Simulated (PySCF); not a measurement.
Isomers of C6H7Cl, mass 114.024 u with the commonest isotopes. Method: PBE0/pcSseg-1 in PySCF (dipole) on a GFN2-xTB geometry, gas phase. One conformer each, none proved a minimum here; rigid rotors.

Question: Order these by rotational constant B, smallest first.
A. `[Cl:1]/[CH:2]=[CH:3]/[CH2:4][C:5]1=[CH:6][CH2:7]1` with C2–C3–C4–C5 118°, C3–C4–C5–C6 -2°
B. `[CH2:1]=[CH:2][C:3](=[CH2:4])/[CH:5]=[CH:6]/[Cl:7]` with C1–C2–C3–C4 -148°, C2–C3–C5–C6 27°
C. `CC#C/C(C)=C/Cl`

Answer: A (770.7 MHz), C (840.9 MHz), B (1137 MHz).

Question: Order these by rotational constant C, largest first.
A. `CC#C/C(C)=C/Cl`
B. `[CH2:1]=[CH:2][C:3](=[CH2:4])/[CH:5]=[CH:6]/[Cl:7]` with C1–C2–C3–C4 -148°, C2–C3–C5–C6 27°
C. `[Cl:1]/[CH:2]=[CH:3]/[CH2:4][C:5]1=[CH:6][CH2:7]1` with C2–C3–C4–C5 118°, C3–C4–C5–C6 -2°

Answer: B (907.0 MHz), A (752.1 MHz), C (729.0 MHz).

Question: Order these by radius of gyration √(Σ m r²/M), largest first.
A. `[CH2:1]=[CH:2][C:3](=[CH2:4])/[CH:5]=[CH:6]/[Cl:7]` with C1–C2–C3–C4 -148°, C2–C3–C5–C6 27°
B. `CC#C/C(C)=C/Cl`
C. `[Cl:1]/[CH:2]=[CH:3]/[CH2:4][C:5]1=[CH:6][CH2:7]1` with C2–C3–C4–C5 118°, C3–C4–C5–C6 -2°

Answer: C (2.486 Å), B (2.433 Å), A (2.222 Å).

```
         SMILES  point group  Ia (u·Å²)  Ib (u·Å²)  Ic (u·Å²)      κ  μa (D)  μb (D)  μc (D)
C=CC(=C)/C=C/Cl           C1     123.95     444.49     557.21  -0.85    1.55    0.17    0.14
 CC#C/C(C)=C/Cl      near Cs      77.22     601.02     671.96  -0.97    2.26    0.21    0.00
 Cl/C=C/CC1=CC1           C1      60.89     655.70     693.21  -0.99    0.99    0.81    0.06
```
